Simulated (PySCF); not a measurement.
C2H5FSi2, SMILES C#C[Si@H]([SiH3])F.

Geometry: B3LYP-D3(BJ)/def2-SVP. The structure was generated by enumeration; whether it is a known compound was not checked.

Method: SMD-B3LYP/6-31G* (PySCF).

Solvation free energies are E(SMD) − E(gas) at the gas-phase geometry, for 1 M in both phases. In vacuum the dipole moment is 1.74 D.

Computed solvation free energies in water, chloroform, ethanol:
| solvent | ΔG(solv) (kcal/mol) | its non-electrostatic (CDS) part | dipole (D) |
|---|---|---|---|
| water | 2.1 | 6.1 | 2.18 |
| chloroform | -1.9 | 0.9 | 2.06 |
| ethanol | -1.6 | 2.2 | 2.16 |
